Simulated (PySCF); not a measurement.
Simulation results for B$_{2}$H$_{4}$NSi, CH$_{6}$AlB$_{2}$, B$_{2}$H$_{5}$OSi, B$_{2}$H$_{5}$Si and others

All values are calculated (PySCF 2.14.0). Calculation on a computer-drawn molecule: the log of a Hartree-Fock and frozen-core CCSD(T) single point meant for a local Hartree-Fock minimum, with one planted fault or none, to be diagnosed. Offsets are logged minus clean, where the clean run is the same molecule without the fault. The reference is restricted for singlets and unrestricted otherwise, and also for a bond in bohr or an excited solution. Adding or removing an electron swaps singlet and doublet. The excited solution moves the top pair (singlet) or top alpha electron (doublet) to the lowest empty orbital. Highest occupied and lowest empty are orbital energies over both spins, largest force is the largest gradient component, triples share is (T) over the correlation energy, the T1 limit is 0.02 restricted and 0.045 unrestricted, electrons count all cores, a negative frequency is imaginary (commonest isotopes), and the dipole is about the centre of nuclear charge.

Common to all runs: meant charge 0; meant multiplicity 2; logged SCF converged yes; possible faults no fault, one electron removed, one electron added, multiplicity raised by two, geometry at a saddle point, SCF held on an excited solution, minimal basis STO-3G, one bond length entered in bohr, all coordinates scaled.

```yaml
- entry: 1
  formula: B2H4NSi
  logged_structure:
    atoms_angstrom:
      - [B, 2.105, 0.1047, -0.216]
      - [B, 0.5766, -0.1647, 0.3879]
      - ["N", 0.012, 0.5797, 1.4255]
      - [Si, -0.6125, 1.3883, 2.5965]
      - [H, 2.8252, 0.614, -1.0161]
      - [H, -0.0415, -1.0952, -0.0831]
      - [H, -0.4235, 1.0508, 4.0152]
      - [H, -1.453, 2.5795, 2.4051]
  given:
    meant_basis: "cc-pV(D+d)Z"
    logged_electrons: 34
    logged_basis_functions: 85
    logged_spin_squared: 0.0
    "logged_highest_occupied [eV]": -15.134
    "logged_lowest_empty [eV]": -5.6291
    "logged_largest_force [hartree/bohr]": 0.056649
    logged_T1_diagnostic: 0.027837
    logged_D1_diagnostic: 0.094996
    logged_triples_share: 0.036705
    logged_CC_converged: "yes"
    "logged_dipole_magnitude [debye]": 5.9282
    logged_SCF_stable_within_its_kind: "yes"
    "logged_energy_HF [hartree]": -394.75237
    "logged_energy_CCSD(T) [hartree]": -395.19956
    drawn_bonds_atom: [1, 2, 3, 1, 2, 4, 4]
    drawn_bonds_other_atom: [2, 3, 4, 5, 6, 7, 8]
    drawn_bonds_order: [1, 1, 2, 1, 1, 1, 1]
  results:
    planted_fault: "one electron removed"
    "HF_energy_offset_from_clean_run [kcal/mol]": 155.6
    "CCSD(T)_energy_offset_from_clean_run [kcal/mol]": 163.1
  notes: ["T1 above single-reference limit"]
- entry: 2
  formula: CH6AlB2
  logged_structure:
    atoms_angstrom:
      - [B, 0.5873, 0.2284, -2.0019]
      - [B, 0.9796, 1.129, -0.7136]
      - [C, 1.2999, 0.6173, 0.7316]
      - [Al, -0.3776, 0.6146, 1.7779]
      - [H, 0.3815, -0.3847, -2.9934]
      - [H, 0.9244, 2.3208, -0.9204]
      - [H, 1.9838, 1.2963, 1.2538]
      - [H, 1.6937, -0.4037, 0.7667]
      - [H, -1.2035, -0.727, 1.933]
      - [H, -0.898, 1.9349, 2.477]
  given:
    meant_basis: "cc-pV(D+d)Z"
    logged_electrons: 35
    logged_basis_functions: 95
    logged_spin_squared: 0.7907
    "logged_highest_occupied [eV]": -3.4141
    "logged_lowest_empty [eV]": -2.5211
    "logged_largest_force [hartree/bohr]": 0.068457
    "logged_dipole_magnitude [debye]": 11.574
    logged_SCF_stable_within_its_kind: "no"
    "logged_energy_HF [hartree]": -332.40715
    drawn_bonds_atom: [1, 2, 3, 1, 2, 3, 3, 4, 4]
    drawn_bonds_other_atom: [2, 3, 4, 5, 6, 7, 8, 9, 10]
    drawn_bonds_order: [1, 1, 1, 1, 1, 1, 1, 1, 1]
  results:
    planted_fault: "SCF held on an excited solution"
    "HF_energy_offset_from_clean_run [kcal/mol]": 99.79
  notes: ["coupled-cluster numbers left out as unreliable"]
- entry: 3
  formula: B2H5OSi
  logged_structure:
    atoms_angstrom:
      - [B, -0.2781, 0.564, 0.2803]
      - [B, -1.4785, -0.39, -0.104]
      - [Si, -2.2149, -0.4906, -1.9984]
      - [O, -3.8752, -0.4353, -2.0145]
      - [H, 0.6168, 1.2972, 0.5261]
      - [H, -1.9699, -1.1033, 0.7325]
      - [H, -1.7878, 0.6299, -2.8639]
      - [H, -1.73, -1.7534, -2.6165]
      - [H, -4.3455, -1.0071, -1.427]
  given:
    meant_basis: "cc-pV(D+d)Z"
    logged_electrons: 37
    logged_basis_functions: 90
    logged_spin_squared: 3.7686
    "logged_highest_occupied [eV]": -6.8841
    "logged_lowest_empty [eV]": -1.5943
    "logged_largest_force [hartree/bohr]": 0.056188
    logged_T1_diagnostic: 0.025098
    logged_D1_diagnostic: 0.13569
    logged_triples_share: 0.026888
    logged_CC_converged: "yes"
    "logged_dipole_magnitude [debye]": 2.716
    logged_SCF_stable_within_its_kind: "yes"
    "logged_energy_HF [hartree]": -415.90607
    "logged_energy_CCSD(T) [hartree]": -416.39167
    drawn_bonds_atom: [1, 2, 3, 1, 2, 3, 3, 4]
    drawn_bonds_other_atom: [2, 3, 4, 5, 6, 7, 8, 9]
    drawn_bonds_order: [1, 1, 1, 1, 1, 1, 1, 1]
  results:
    planted_fault: "multiplicity raised by two"
    "HF_energy_offset_from_clean_run [kcal/mol]": 82.64
    "CCSD(T)_energy_offset_from_clean_run [kcal/mol]": 87.16
- entry: 4
  formula: B2H5Si
  logged_structure:
    atoms_angstrom:
      - [B, -0.3812, 0.0345, -1.6525]
      - [B, -1.7192, -0.4356, -0.9519]
      - [Si, -3.4156, -0.6976, -2.0534]
      - [H, 0.5922, 0.387, -2.2243]
      - [H, -1.7659, -0.6469, 0.2297]
      - [H, -3.8834, -2.1035, -1.9438]
      - [H, -4.4957, 0.1885, -1.5479]
      - [H, -3.2282, -0.398, -3.4973]
  given:
    meant_basis: "cc-pV(D+d)Z"
    logged_electrons: 28
    logged_basis_functions: 76
    logged_spin_squared: 0.0
    "logged_highest_occupied [eV]": -17.115
    "logged_lowest_empty [eV]": -6.9627
    "logged_largest_force [hartree/bohr]": 0.046167
    logged_T1_diagnostic: 0.020059
    logged_D1_diagnostic: 0.049704
    logged_triples_share: 0.026027
    logged_CC_converged: "yes"
    "logged_dipole_magnitude [debye]": 7.3097
    logged_SCF_stable_within_its_kind: "yes"
    "logged_energy_HF [hartree]": -340.83384
    "logged_energy_CCSD(T) [hartree]": -341.12564
    drawn_bonds_atom: [1, 2, 1, 2, 3, 3, 3]
    drawn_bonds_other_atom: [2, 3, 4, 5, 6, 7, 8]
    drawn_bonds_order: [1, 1, 1, 1, 1, 1, 1]
  results:
    planted_fault: "one electron removed"
    "HF_energy_offset_from_clean_run [kcal/mol]": 182.7
    "CCSD(T)_energy_offset_from_clean_run [kcal/mol]": 194.8
  notes: ["T1 above single-reference limit"]
- entry: 5
  formula: B2H3OSi
  logged_structure:
    atoms_angstrom:
      - [B, 3.1458, -0.3475, 1.6652]
      - [B, 2.6054, 0.9852, 1.0109]
      - [Si, 0.5962, 0.9898, 1.1468]
      - [O, -0.1323, -0.1612, 1.7942]
      - [H, 3.4822, -1.3607, 2.1683]
      - [H, 3.256, 1.8565, 0.514]
      - [H, -0.131, 2.1566, 0.5914]
  given:
    meant_basis: "cc-pV(D+d)Z"
    logged_electrons: 34
    logged_basis_functions: 80
    logged_spin_squared: 0.0
    "logged_highest_occupied [eV]": -16.324
    "logged_lowest_empty [eV]": -7.6307
    "logged_largest_force [hartree/bohr]": 0.050368
    logged_T1_diagnostic: 0.034327
    logged_D1_diagnostic: 0.12981
    logged_triples_share: 0.036018
    logged_CC_converged: "yes"
    "logged_dipole_magnitude [debye]": 9.5915
    logged_SCF_stable_within_its_kind: "yes"
    "logged_energy_HF [hartree]": -414.5138
    "logged_energy_CCSD(T) [hartree]": -414.97295
    drawn_bonds_atom: [1, 2, 3, 1, 2, 3]
    drawn_bonds_other_atom: [2, 3, 4, 5, 6, 7]
    drawn_bonds_order: [1, 1, 2, 1, 1, 1]
  results:
    planted_fault: "one electron removed"
    "HF_energy_offset_from_clean_run [kcal/mol]": 196.0
    "CCSD(T)_energy_offset_from_clean_run [kcal/mol]": 204.9
  notes: ["T1 above single-reference limit"]
- entry: 6
  formula: C2H7B2
  logged_structure:
    atoms_angstrom:
      - [B, -1.2334, -1.9649, -1.4335]
      - [C, -0.267, -0.7896, -1.0645]
      - [B, 1.0964, -1.0227, -1.8125]
      - [C, -0.8747, 0.6218, -1.149]
      - [H, -2.4078, -1.9043, -1.671]
      - [H, -0.0634, -1.0723, -0.0118]
      - [H, 1.4421, -0.2965, -2.7077]
      - [H, 1.8036, -1.9447, -1.5123]
      - [H, -0.1849, 1.3804, -0.7696]
      - [H, -1.801, 0.6998, -0.5752]
      - [H, -1.1053, 0.882, -2.1848]
  given:
    meant_basis: cc-pVDZ
    logged_electrons: 30
    logged_basis_functions: 91
    logged_spin_squared: 0.0
    "logged_highest_occupied [eV]": 0.36916
    "logged_lowest_empty [eV]": 7.3748
    "logged_largest_force [hartree/bohr]": 0.041145
    logged_T1_diagnostic: 0.047764
    logged_D1_diagnostic: 0.21869
    logged_triples_share: 0.038056
    logged_CC_converged: "yes"
    "logged_dipole_magnitude [debye]": 6.6802
    logged_SCF_stable_within_its_kind: "yes"
    "logged_energy_HF [hartree]": -129.02833
    "logged_energy_CCSD(T) [hartree]": -129.5824
    drawn_bonds_atom: [1, 2, 2, 1, 2, 3, 3, 4, 4, 4]
    drawn_bonds_other_atom: [2, 3, 4, 5, 6, 7, 8, 9, 10, 11]
    drawn_bonds_order: [1, 1, 1, 1, 1, 1, 1, 1, 1, 1]
  results: {}
  notes: ["T1 above single-reference limit", "highest electron not bound in this basis"]
```

**Q.** Which fault was planted in the run of C$_{2}$H$_{7}$B$_{2}$ (entry 6)?
**A.** one electron added

Further results for C$_{2}$H$_{7}$B$_{2}$ (entry 6):

* HF energy offset from clean run: 41.45 kcal/mol
* CCSD(T) energy offset from clean run: 8.201 kcal/mol
